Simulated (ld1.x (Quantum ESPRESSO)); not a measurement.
## W (Z = 74): variants of one TM potential

Base potential:

* Element: tungsten (W)
* Generator: ld1.x (Quantum ESPRESSO) 7.5
* Type: norm-conserving Troullier–Martins (Kleinman–Bylander form)
* Functional: PBE
* Relativity: scalar-relativistic
* Frozen core: [Xe] 4f14
* Valence charge: 6
* Reference configuration: 5d4 6s1.5 6p0.5
* Partial waves: 6s (bound): rc 2.25 bohr; 6p (bound): rc 2.85 bohr; 5d (bound): rc 1.85 bohr
* Local potential: all-electron potential smoothed inside 2.85 bohr (lloc = -2)
* Core correction: none

All-electron outer shells of the reference configuration (PBE, scalar-relativistic, ld1.x):

```tsv
shell	level (eV)	outermost node (bohr)	outermost maximum (bohr)
5p	-44.03	0.57	1.09
4f	-34.03	–	0.43
6s	-6.26	1.28	2.64
5d	-5.22	0.63	1.49
6p	-1.77	1.53	3.70
```

Cutoffs, loose and tight: the cutoffs (Ry, on a coarse ladder) from which the occupation-weighted sum of valence levels, in a spherical-Bessel basis at the reference potential, stays within 10 and 1 mRy of its value at 400 Ry. They do not see the model core or the augmentation charge, which bear on the density cutoff. Test errors are all-electron minus pseudo excitation energies from the reference, over the configurations 5d4 6s2 6p0; 5d4 6s1 6p0; 5d4 6s0 6p0; 5d4 6s0 6p2; 5d5 6s0 6p0; 5d4 6s0 6p1; 5d5 6s1 6p0. A dash means not determined; rows that change the core or the reference have their own tests.

A true bound ghost makes a file unfit for plane-wave use even where its test errors are small: the radial tests pick states by their node count and pass the ghost by. Where a test does run into it, the solver fails or the error is huge.

```tsv
change	outcome	cutoff, loose	cutoff, tight	bound ghosts	largest test error (meV)
base	generated	30 Ry	35 Ry	none	+63
wave 6s (bound): rc 2.25 bohr becomes 6s (bound): rc 1.78 bohr	generated	55 Ry	100 Ry	s	+224
wave 6p (bound): rc 2.85 bohr becomes 6p (bound): rc 2.02 bohr	generated	70 Ry	80 Ry	p	+92
all radii scaled by about 0.78 (s 1.76, p 2.22, d 1.44 bohr); local potential all-electron potential smoothed inside 2.22 bohr (lloc = -2)	generated	55 Ry	100 Ry	none	+242
local potential all-electron potential smoothed inside 1.36 bohr (lloc = -2)	generated	30 Ry	35 Ry	s, p	+70
local potential the s channel	generated	30 Ry	35 Ry	none	+63
non-relativistic	generated	30 Ry	40 Ry	none	+91
reference 5d4 6s2 6p0	generated	30 Ry	35 Ry	none	+87
core [Kr] 4d10 4f14 5s2, valence charge 12; reference 5p6 5d4 6s2 6p0; waves now 6s (bound): rc 2.45 bohr; 5d (bound): rc 2.20 bohr; 5p (bound): rc 1.35 bohr; local potential the p channel	generated	100 Ry	120 Ry	s	+126 over the solved tests; 1 of 7 tests not solved or not reliable
```

What comes out with this change to the base: wave 5d (bound): rc 1.85 bohr becomes 5d (bound): rc 1.26 bohr?

outcome: generated; cutoff, loose: 60 Ry; cutoff, tight: 100 Ry; bound ghosts: none; largest test error (meV): +63.
